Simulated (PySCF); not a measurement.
Computed properties of BeCl2, SMILES [Be]([Cl])[Cl]

BeCl2, SMILES [Be]([Cl])[Cl]. The structure is a stationary point at B3LYP-D3(BJ)/def2-TZVP. The isomer is the one that the SMILES or the coordinates give; other isomers of the formula were not compared. Other conformers were not sampled. All values are computed for the isolated molecule unless a solvent is named; none is compared with measurement here.

**Structure.** The optimised structure has D∞h symmetry. All 4 harmonic modes at B3LYP-D3(BJ)/def2-TZVP (PySCF) are real, so it is a minimum. With heavy atoms numbered as in [Be:1]([Cl:2])[Cl:3], the shortest bond between them is Be1–Cl2 at 1.804 Å and the longest Be1–Cl3 at 1.804 Å.

**Vibrations.** The strongest infrared lines (harmonic, unscaled, degenerate partners summed) lie at 1125 cm⁻¹ (449 km/mol, Be 89 %, Cl 11 %), 239 cm⁻¹ (84 km/mol, Be 89 %, Cl 11 %). The softest mode is at 239 cm⁻¹ and the zero-point energy is 2.9 kcal/mol.

**Electronic structure.** B3LYP/def2-TZVPD (PySCF) places the frontier levels at -9.31 and -0.88 eV, a gap of 8.43 eV, and gives a dipole moment of 0.00 D and a mean polarisability of 42.4 bohr³. PBE/def2-TZVPD (PySCF) at the same geometry gives -8.21 and -1.27 eV, so its gap is 1.49 eV narrower. An orbital gap is neither the optical nor the fundamental gap.

**Excitations.** TDDFT-PBE0/def2-TZVPD (PySCF) has S1 at 7.64 eV (162 nm, f = 0.000, dark); the most intense of the 10 singlets computed lies at 8.26 eV (f = 0.29). Strengths of degenerate partners are summed. T1 (TDA) is at 7.23 eV. TDDFT-PBE/def2-TZVPD (PySCF) puts S1 at 6.99 eV. No vertical singlet excitation falls in the visible range (under 3.1 eV).
